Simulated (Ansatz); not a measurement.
This Ansatz (a quantum-chemistry and plane-wave program) input (PBE0/def2-TZVPP) gives -0.50104 Eh with 14 basis functions.

Ansatz 0.2 input:
```yaml
crystal:
  periodic: [false, false, false]
  atoms:
    - {symbol: H, position_ang: [0.00000000, 0.00000000, 0.00000000]}
basis:
  gaussian:
    orbitals: def2-TZVPP
hamiltonian:
  xc: {name: PBE0}
magnetization: {spin_polarized: true, initial_magnetization: 1}
scf: {lower_state_search: full}
```

Change:
```diff
- orbitals: def2-TZVPP
+ orbitals: aug-cc-pV5Z
```

Question: What does the run give now?

Answer: -0.50132 Eh (PBE0/aug-cc-pV5Z, 80 functions), a change of -0.28 mEh.
